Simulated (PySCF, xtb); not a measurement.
BrH3SeSi, SMILES [SiH3][Se]Br.

Harmonic wavenumbers (cm⁻¹) from xtb 6.7.1 with GFN2-xTB at its own minimum, in rising order: 86, 100, 284, 349, 507, 525, 725, 751, 769, 2302, 2312, 2340.

What does PBE0-D3(BJ)/def2-SVP in PySCF 2.14.0 give at its own minimum? (An estimate is asked for; the answer gives what the named calculation found.)

101, 152, 301, 390, 583, 586, 889, 912, 945, 2235, 2256, 2261. Paired by order, the mean absolute difference is 80 cm⁻¹ and the zero-point energies are 15.8 and 16.6 kcal/mol.
